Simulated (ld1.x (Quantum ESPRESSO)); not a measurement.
# Before and after: TM potential for titanium (Ti)

* Element: titanium
* Generator: ld1.x (Quantum ESPRESSO) 7.5
* Type: norm-conserving Troullier–Martins (Kleinman–Bylander form)
* Functional: PBEsol
* Relativity: scalar-relativistic
* Frozen core: [Ar]
* Valence charge: 4
* Reference configuration: 3d2 4s1.75 4p0.25
* Partial waves: 4s (bound): rc 2.75 bohr; 4p (bound): rc 3.20 bohr; 3d (bound): rc 1.65 bohr
* Local potential: all-electron potential smoothed inside 2.85 bohr (lloc = -2)
* Core correction: Bessel-smoothed model core inside 1.30 bohr

All-electron outer shells of the reference configuration (PBEsol, scalar-relativistic, ld1.x):

```json
{"shell": "3s", "level (eV)": "-62.80", "outermost node (bohr)": "0.40", "outermost maximum (bohr)": "0.87"}
{"shell": "3p", "level (eV)": "-39.12", "outermost node (bohr)": "0.37", "outermost maximum (bohr)": "0.90"}
{"shell": "4s", "level (eV)": "-4.68", "outermost node (bohr)": "1.24", "outermost maximum (bohr)": "2.92"}
{"shell": "3d", "level (eV)": "-4.59", "outermost node (bohr)": "–", "outermost maximum (bohr)": "0.98"}
{"shell": "4p", "level (eV)": "-1.62", "outermost node (bohr)": "1.39", "outermost maximum (bohr)": "3.80"}
```

Change: wave 3d (bound): rc 1.65 bohr becomes 3d (bound): rc 1.82 bohr.

Cutoffs: the cutoffs (Ry, on a coarse ladder) from which the occupation-weighted sum of valence levels, in a spherical-Bessel basis at the reference potential, stays within 10 and 1 mRy of its value at 400 Ry; they do not see the model core or the augmentation charge, which bear on the density cutoff. Errors are all-electron minus pseudo energies relative to the spin-unpolarised reference configuration.

Question: What does the change do?

Answer: The potential gets softer (70 Ry and 80 Ry → 60 Ry and 70 Ry); the errors of the 7 common tests hardly move; neither file shows a bound ghost. A larger radius leaves more room for a smooth pseudo-wave, so fewer plane waves are needed.

| quantity | base | changed |
| --- | --- | --- |
| cutoff, loose | 70 Ry | 60 Ry |
| cutoff, tight | 80 Ry | 70 Ry |
| loose cutoff by channel (10 mRy a level) | s 6 Ry, p 6 Ry, d 70 Ry | s 6 Ry, p 6 Ry, d 55 Ry |
| bound ghosts | none | none |
| error for 3d2 4s2 4p0, meV [ΔE -0.76 eV] | -0.1 | -0.1 |
| error for 3d2 4s1 4p0, meV [ΔE 6.60 eV] | -4.4 | -4.1 |
| error for 3d2 4s0 4p0, meV [ΔE 20.07 eV] | -42 | -41 |
| error for 3d2 4s0 4p2, meV [ΔE 5.54 eV] | -9.4 | -9.2 |
| error for 3d2 4s1.5 4p0, meV [ΔE 2.18 eV] | -0.8 | -0.7 |
| error for 3d2 4s0 4p1, meV [ΔE 10.38 eV] | -10 | -9.4 |
| error for 3d3 4s1 4p0, meV [ΔE 0.34 eV] | -184 | -174 |
| s: phases at 3.50 bohr within 0.05 rad from the reference energy up to (Ry; the scan ends near 5) | 1.1 | 1.1 |
| p: phases at 3.50 bohr within 0.05 rad from the reference energy up to (Ry; the scan ends near 5) | 1.4 | 1.4 |
| d: phases at 3.50 bohr within 0.05 rad from the reference energy up to (Ry; the scan ends near 5) | 0.4 | 0.4 |
